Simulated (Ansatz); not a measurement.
Molecule: CH4BO2, net charge 0, doublet state. SMILES: OB(C)[O]

Atoms: C1, B2, O3, O4, H5, H6, H7, H8. Bonds: C1-B2, C1-H5, C1-H6, C1-H7, B2-O3, B2-O4, O4-H8.

Bond lengths (Å) and angles (degrees) optimised at PBE/6-31G* with Ansatz (a first-principles code); B3LYP/LANL2DZ with Ansatz; MP2/6-31G* with Ansatz, each started from the B3LYP-D3(BJ)/def2-TZVP structure (Ansatz) of the last column. A row stands for all coordinates that are equal there; 9 of 14 kinds are shown. 6-31G* holds six Cartesian d functions. No wavenumbers were computed at PBE/6-31G*, B3LYP/LANL2DZ, MP2/6-31G*, so these may be saddle points.

| coordinate | PBE/6-31G* | B3LYP/LANL2DZ | MP2/6-31G* | B3LYP-D3(BJ)/def2-TZVP |
|---|---|---|---|---|
| C1-B2 | 1.632 | 1.594 | 1.582 | 1.598 |
| C1-H5 | 1.105 | 1.099 | 1.095 | 1.093 |
| C1-H6 | 1.098 | 1.094 | 1.091 | 1.088 |
| B2-O3 | 1.327 | 1.373 | 1.368 | 1.337 |
| B2-O4 | 1.382 | 1.382 | 1.372 | 1.367 |
| O4-H8 | 0.976 | 0.973 | 0.969 | 0.961 |
| C1-B2-O3 | 111.2 | 114.3 | 116.9 | 113.5 |
| C1-B2-O4 | 122.5 | 124.5 | 125.8 | 124.4 |
| O3-B2-O4 | 126.3 | 121.1 | 117.3 | 122.1 |

Mean signed difference of all 7 bond lengths from B3LYP-D3(BJ)/def2-TZVP: PBE/6-31G* 0.012 Å, B3LYP/LANL2DZ 0.011 Å, MP2/6-31G* 0.005 Å.
